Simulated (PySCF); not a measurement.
# Peak assignment

Atom-mapped SMILES (the numbers label the heavy atoms): `[CH3:1][S:2][CH2:3][P:4]=[C:5]=[C:6]([CH3:7])[CH3:8]` (H(Xn): hydrogen on atom n).

Averaged over atoms made equivalent by symmetry, fast rotation or ring inversion, a single conformation, relativity neglected, no solvent. σ from GIAO-PBE0/pcSseg-1; PBE0-D3(BJ)/def2-SVP geometry; PySCF 2.14.

References, each an isolated molecule treated in the same way: $^{13}$C and $^{1}$H vs TMS.

Q: Assign these signals to the numbered atoms. $^{13}$C{$^{1}$H} NMR (computed): δ 267.2, 123.5, 40.3, 24.8, 18.9.

A: 
| δ (ppm) | atoms | environment | reason |
| --- | --- | --- | --- |
| 267.2 | C5 | cumulene carbon | – |
| 123.5 | C6 | fully substituted alkene carbon | as expected for a trigonal carbon in a double bond |
| 40.3 | C3 | sp3 CH2 bonded to P and S | – |
| 24.8 | C7/C8 | allylic methyl carbon | a saturated carbon with 1 carbon neighbour and no heteroatom attached |
| 18.9 | C1 | methyl carbon bonded to S | – |

Q: Assign these signals to the numbered atoms. $^{1}$H NMR (500 MHz, computed): δ 2.69 (m, 2H), 1.92 (s, 3H), 1.86 (s, 6H).

A: 
2.69 → H(C3), hydrogen on an sp3 CH2 bonded to P and S
1.92 → H(C1), hydrogen on a methyl carbon bonded to S
1.86 → H(C7)/H(C8), hydrogen on an allylic methyl carbon: allylic position

H(C1) and H(C7)/H(C8) lie closer than the usual error of such a calculation, so a measured spectrum could show them in the other order.

Splittings by $^{31}$P in the carbon and heteronuclear signals aren't shown, as no couplings were computed. Shifts are as computed. Against solution values, carbons near 30 ppm lie about +2 ppm off and those near 130 ppm about +5 ppm; carbons on S a further +3 ppm. Of 1313 compounds with measured shifts, 239 miss one by over three times the rms of a fit or turn the order of signals round; such compounds aren't used in these exercises. Multiplicities follow the n + 1 count of equivalent neighbours, as no J values were calculated; m marks all less simple cases, F and P coupling included.
